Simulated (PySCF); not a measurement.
Boron: a sound run and one with changed settings

Sound run: B⁺ [He] 2s2, B²⁺ [He] 2s1. Computed with PySCF 2.14 in aug-cc-pVDZ-DK, with the spin-free X2C one-electron Hamiltonian (Gaussian nucleus). In the sound run the correlated levels freeze 1s2. The sound run starts from symmetry-adapted Hartree-Fock orbitals and uses a fine grid where one is needed.

Changed run: initial guess 1e, at most 50 SCF cycles.

| species | method | sound run (hartree) | changed run (hartree) | converged |
| --- | --- | --- | --- | --- |
| B⁺ | UHF | -24.24184 | -24.24184 | yes |
| B⁺ | BP86 | -24.33289 | -24.33289 | yes |
| B⁺ | CCSD(T) | -24.30050 | -24.30050 | yes |
| B²⁺ | PBE | -23.38926 | -23.38926 | yes |

Here the plain start reaches the same solutions.
